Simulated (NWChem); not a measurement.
Species: CrH₂S₃O; SMILES [SH][Cr](=[S])([SH])=[O]

```xyz
7

Cr    -0.0518     0.2871     0.0000
O      0.0477     1.8334     0.0000
S     -1.9373    -0.3892     0.0000
S      0.9726    -0.3790     1.8345
H      0.3674    -1.6023     1.8525
S      0.9726    -0.3790    -1.8345
H      0.3674    -1.6023    -1.8525
```
Atoms are numbered in this order, from 1.

Program: NWChem. Geometry: optimised at PBE-D3(BJ)/def2-SVP. Not confirmed as a minimum by frequencies.

Problem. Estimate the computed values for B97-D/def2-SVP. Quantities: highest occupied level (eV); orbital gap (eV); dipole (D).

Solution. 
```
Property                     Value
---------------------------  -----
highest occupied level (eV)  -6.31
orbital gap (eV)              1.58
dipole (D)                    2.61
```
